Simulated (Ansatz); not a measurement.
Ge₃⁻. Charge -1, multiplicity 4. Geometry B3LYP-D4/def2-TZVPD; atoms count from 1.

```csv
atom,x (Å),y (Å),z (Å)
Ge1,-1.3784,0.4732,0.4594
Ge2,0.4377,0.4983,-1.1716
Ge3,0.9407,-0.9715,0.7122
```

The highest occupied level of the charge -1 quartet lies above zero (up to 0.54 eV). It is a level of α spin, whose loss leaves a triplet; that state wasn't run at this geometry and level. The electron is either unbound and held by the finite basis, or the level is raised by self-interaction error. At PBE0-D4/def2-TZVPD a doublet of charge -1 lies 1.34 eV below the quartet, each at its own geometry. The structure comes from a short search, and lower isomers may exist.

Question: Estimate the Mulliken populations from the PBE0/def2-TZVPD orbitals of Ansatz.

Answer: 
```
atom  charge (e)  spin (α − β)
 Ge1       -0.35          1.35
 Ge2       -0.29          0.30
 Ge3       -0.35          1.35
```
Mulliken values and Mayer orders depend strongly on the basis. With diffuse functions, as here, like atoms can get unlike values, and bond orders can come out too low or too high.

Question: Where does the spin sit?

Answer: Summed by element: Ge 3.00, of 3 unpaired in all. Largest on single atoms: Ge3 1.35, Ge1 1.35, Ge2 0.30.

Question: And the Mayer bond orders between bonded heavy atoms (over 0.3)?

Answer: Ge1–Ge2 1.34 (2.44 Å); Ge1–Ge3 0.97 (2.74 Å); Ge2–Ge3 1.34 (2.44 Å).
